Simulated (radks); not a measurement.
Results of a calculation; reference values are marked as such.
The arsenic anion As3-, [Kr], held by a Watson sphere: a shell of charge +3 at radius R that stands for the Madelung well of a crystal (potential energy -3/R inside, -3/r outside, in hartree with lengths in bohr). Code: a radial shooting solver on a logarithmic mesh with Libxc functionals. Model: scalar-relativistic Kohn-Sham, r2SCAN, spin-polarised, spherical densities, finite nucleus; meta-GGA in the generalised Kohn-Sham scheme; Fermi nuclear charge, rms radius of each element as measured or else 0.836 A^(1/3) + 0.57 fm.

| R (bohr) | e(3d) (eV) | e(4s) (eV) | e(4p) (eV) | <r> 4p (bohr) | sum of <r^2> (bohr^2) | X-ray form factor at sin(theta)/lambda = 0.2 1/angstrom |
|---|---|---|---|---|---|---|
| 2.58 | -39.391 | -16.105 | -7.206 | 2.560 | 64.89 | 26.304 |
| 2.75 | -39.113 | -15.549 | -6.859 | 2.629 | 67.71 | 26.229 |
| 2.99 | -38.814 | -14.842 | -6.383 | 2.725 | 71.78 | 26.148 |
| 3.07 | -38.732 | -14.627 | -6.228 | 2.757 | 73.15 | 26.127 |
| 3.1 | -38.702 | -14.548 | -6.171 | 2.769 | 73.67 | 26.120 |
| 3.57 | -38.319 | -13.481 | -5.333 | 2.951 | 81.92 | 26.053 |
| 4.79 | -37.658 | -11.798 | -3.703 | 3.402 | 105.2 | 26.081 |
